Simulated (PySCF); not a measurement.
C₃H₇S, SMILES [CH2]SCC, doublet, CAM-B3LYP/def2-SVP optimised geometry.

```
11

C     -1.42     0.99     0.00
S     -1.07    -0.69     0.00
C      0.75    -0.69     0.00
C      1.37    -0.25    -1.32
H     -2.47     1.28    -0.10
H     -0.68     1.72     0.33
H      1.09    -0.05     0.83
H      1.03    -1.72     0.25
H      1.07     0.77    -1.58
H      2.47    -0.29    -1.25
H      1.05    -0.91    -2.14
```

Density from unrestricted CAM-B3LYP/def2-TZVP in PySCF at that geometry.

Minimum of the electron density along straight lines between bonded atoms, close to the bond critical point (lines longer than 1.1 times the sum of covalent radii, or with two minima, are not listed):

| bond | length / Å | ρ at the minimum / e bohr⁻³ | ∇²ρ there / e bohr⁻⁵ | position (fraction from the first atom) |
|---|---|---|---|---|
| C1–S2 | 1.713 | 0.219 | -0.47 | 0.49 |
| S2–C3 | 1.819 | 0.184 | -0.32 | 0.53 |
| C3–C4 | 1.520 | 0.250 | -0.63 | 0.51 |
| C1–H5 | 1.090 | 0.278 | -0.96 | 0.65 |
| C1–H6 | 1.092 | 0.275 | -0.94 | 0.65 |
| C3–H7 | 1.101 | 0.276 | -0.95 | 0.65 |
| C3–H8 | 1.100 | 0.277 | -0.95 | 0.65 |
| C4–H9 | 1.100 | 0.275 | -0.94 | 0.64 |
| C4–H10 | 1.101 | 0.272 | -0.92 | 0.64 |
| C4–H11 | 1.100 | 0.274 | -0.93 | 0.64 |
